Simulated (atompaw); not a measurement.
**Scattering properties, PAW (atompaw) potential for carbon**

```
Element                 : carbon
Generator               : atompaw 4.2.0.5
Type                    : PAW
Functional              : PBEsol
Relativity              : scalar-relativistic
Frozen core             : [He]
Valence charge          : 4
Reference configuration : 2s2 2p1 (charge +1)
Partial waves           : 2s (bound): rc 3.00 bohr; 2s channel at -1.5 Ry: rc 3.00 bohr; 2p (bound): rc 3.00 bohr; 2p channel at 1.95 Ry: rc 3.00 bohr
Local potential         : bessel scheme, radius 2.85 bohr
Core correction         : smooth core density matched at 1.90 bohr
Augmentation charge     : sinc compensation charge, radius 2.40 bohr; PAW radius 3.00 bohr; waves and projectors: custom polynom2 7 10 vanderbiltortho
```

The phase is arctan(r·u′/u) with u = r·R(r), unwrapped; energies in Ry, scanned from -4 to 5 Ry. A pole is an energy at which the radial function vanishes at the test radius. The pseudo phase is shifted by a multiple of π to meet the all-electron one at the reference energy, and phase errors are pseudo minus all-electron; the curves can meet again beyond the range given. Levels narrower than the energy grid can be missing from the lists of poles.

Q: For each channel, where are the poles, and over which energies does the pseudopotential scatter like the atom?

A:

| channel | radius (bohr) | reference energy (Ry) | poles, all-electron | poles, pseudo | unbroken range about the reference energy with phases within 0.05 rad | phase error 1 Ry above the reference energy (rad) |
| --- | --- | --- | --- | --- | --- | --- |
| s | 3.00 | -1.88 | -1.77, 2.37 | -1.77, 1.21 | below -0.4 | -0.003 |
| p | 3.00 | -1.24 | -1.10, 2.39 | -1.05, 2.48 | -1.3 to -1.1 | +0.204 |

Phases in the s channel:

```csv
E (Ry),all-electron,pseudo
-4.00,1.376,1.374
-3.76,1.367,1.365
-3.52,1.356,1.354
-3.28,1.342,1.341
-3.04,1.325,1.323
-2.80,1.302,1.300
-2.56,1.265,1.264
-2.32,1.192,1.190
-2.08,0.880,0.878
-1.84,-1.431,-1.431
-1.60,-1.705,-1.705
-1.36,-1.789,-1.789
-1.12,-1.849,-1.849
-0.88,-1.910,-1.914
-0.64,-1.989,-2.000
-0.40,-2.104,-2.142
-0.16,-2.302,-2.437
0.08,-2.687,-3.154
0.32,-3.355,-4.008
0.56,-3.946,-4.390
0.80,-4.256,-4.562
1.04,-4.419,-4.662
1.28,-4.516,-4.731
1.52,-4.582,-4.787
1.76,-4.629,-4.838
2.00,-4.667,-4.890
2.24,-4.698,-4.949
2.48,-4.725,-5.022
2.72,-4.750,-5.122
2.96,-4.774,-5.276
3.20,-4.799,-5.536
3.44,-4.825,-5.994
3.68,-4.856,-6.591
3.92,-4.893,-7.036
4.16,-4.940,-7.287
4.40,-5.007,-7.433
4.64,-5.113,-7.525
4.88,-5.306,-7.588
```
